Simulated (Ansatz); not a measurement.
Stepwise reaction of `[OH][AlH][SiH3]` with water, as a gas-phase model of exchange steps in deposition or etching. ΔE in kJ/mol.

Computed with Ansatz on PBE0-D4/def2-TZVP structures; ΔE is electronic, products minus reactants. CBS: MP2 limit from def2 TZ/QZ plus the TZ coupled-cluster correction, frozen cores. This one scheme is used for every species. Functionals use def2-TZVPP. B3LYP here is the variant with VWN-RPA as its local correlation; programs differ in this. Each species was taken in one conformer, which may not be the lowest.

| step | reaction | PBE-D4 | B3LYP-D4 | ωB97M-V | CCSD(T)/CBS |
| --- | --- | --- | --- | --- | --- |
| 1 | `[OH][AlH][SiH3]` + H₂O → `[OH][Al]([OH])[SiH3]` + H₂ | -118.9 | -125.8 | -123.8 | -123.3 |
| 2 | `[OH][Al]([OH])[SiH3]` + H₂O → `O[SiH2][Al]([OH])[OH]` + H₂ | -48.5 | -54.7 | -53.5 | -50.4 |

Question: By hand: ΔE of the 2 steps together at CCSD(T)/CBS.

Answer: (-123.3) + (-50.4) = -173.7 kJ/mol, or -86.8 kJ/mol a step.

In ΔE each step is higher than the one before. All are downhill at CCSD(T)/CBS. PBE-D4 differs from CCSD(T)/CBS by 1.9 to 4.4 kJ/mol a step. Isolated molecules leave out the surface, adducts and barriers. Largest T1 diagnostic: 0.014.
